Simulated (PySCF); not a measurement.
# Excitation energies in several basis sets

Species: B2H5NO.
SMILES: `BOBN`

TDDFT with PBE0 (PySCF), vertical singlets, core orbitals frozen in the response, spherical d and f functions. One conformer (not necessarily the lowest) at the PBE0-D3(BJ)/def2-SVP geometry, without solvent, vibrations or thermal averaging.

| basis | functions | diffuse | S1 (eV) | S2 (eV) | S3 (eV) | S4 (eV) | S5 (eV) | LUMO (eV) | α (au) |
| --- | --- | --- | --- | --- | --- | --- | --- | --- | --- |
| 6-31G* | 66 | no | 5.99 | 7.19 | 7.83 | 8.19 | 8.98 | -0.09 | 33.8 |
| def2-SVP | 81 | no | 5.84 | 7.10 | 7.68 | 8.00 | 8.50 | -0.37 | 35.6 |
| 6-31+G* | 82 | yes | 5.84 | 6.94 | 7.12 | 7.51 | 7.57 | -0.58 | 39.2 |
| def2-SVPD | 123 | yes | 5.79 | 7.02 | 7.55 | 7.57 | 7.71 | -0.61 | 43.0 |
| aug-cc-pVDZ | 137 | yes | 5.76 | 6.91 | 7.06 | 7.38 | 7.45 | -0.66 | 43.9 |
| def2-TZVP | 154 | no | 5.81 | 7.01 | 7.62 | 7.76 | 7.86 | -0.55 | 40.7 |
| def2-TZVPD | 196 | yes | 5.79 | 6.97 | 7.26 | 7.51 | 7.56 | -0.61 | 43.7 |
| aug-cc-pVTZ | 299 | yes | 5.78 | 6.93 | 7.07 | 7.37 | 7.45 | -0.65 | 43.9 |

Q: Compare the sets with the largest diffuse one.

A: States are compared by their number. Against the largest diffuse basis here (aug-cc-pVTZ, itself not a converged limit), sets without diffuse functions differ by up to 0.21 eV in S1 and 1.53 eV in S5; the smaller diffuse sets differ by up to 0.06 and 0.26 eV. State by state, the largest deviation of a set without diffuse functions is S1 0.21, S2 0.26, S3 0.76, S4 0.81, S5 1.53 eV. The same number needn't mean the same state in each row. Against aug-cc-pVTZ the polarisability deviates by -23% in 6-31G*, -19% in def2-SVP, -11% in 6-31+G*, -2% in def2-SVPD, 0% in aug-cc-pVDZ, -7% in def2-TZVP, -1% in def2-TZVPD. A single + in a Pople set puts diffuse functions on heavy atoms only.
